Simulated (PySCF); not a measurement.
# A small calculation by hand: chemical shift, span and skew from a shielding tensor

Ga(H)2(NHMe) (CH6GaN), SMILES C[NH][GaH2]. Atoms are numbered in the order given.

```xyz
9

Ga    -0.0563     0.8071     0.0000
H      1.0634     1.9092     0.0000
H     -1.6179     0.9899     0.0000
N      0.5335    -0.9271     0.0000
C     -0.2526    -2.1447     0.0000
H      1.5428    -1.1003     0.0000
H     -0.0639    -2.7811    -0.8962
H     -0.0639    -2.7811     0.8962
H     -1.3342    -1.8982     0.0000
```
Charge 0, spin multiplicity 1.

Geometry optimised at PBE-D3(BJ)/def2-SVP.

GIAO shieldings from PBE0/pcSseg-1 (PySCF), non-relativistic, no solvent. The symmetric part of the tensor of N4 has the principal values 44.1, 209.1, 220.8 ppm. The same nucleus in NH3 has σ = 267.4 ppm at this level (PySCF, at its B3LYP-D3(BJ)/def2-TZVP geometry).

Q: Work out the isotropic shielding, the ¹⁵N shift against NH3, the span and the skew.

A: 
σ(iso) = (σ11 + σ22 + σ33)/3 = 158.0 ppm. δ = σ(ref) − σ(iso) = 267.4 − (158.0) = 109.4 ppm.
Span Ω = σ33 − σ11 = 176.7 ppm. Skew κ = 3(σ(iso) − σ22)/Ω = -0.87. Tumbling in solution averages the tensor to δ; in a static solid the shielding alone would spread this spin-1/2 line over Ω.
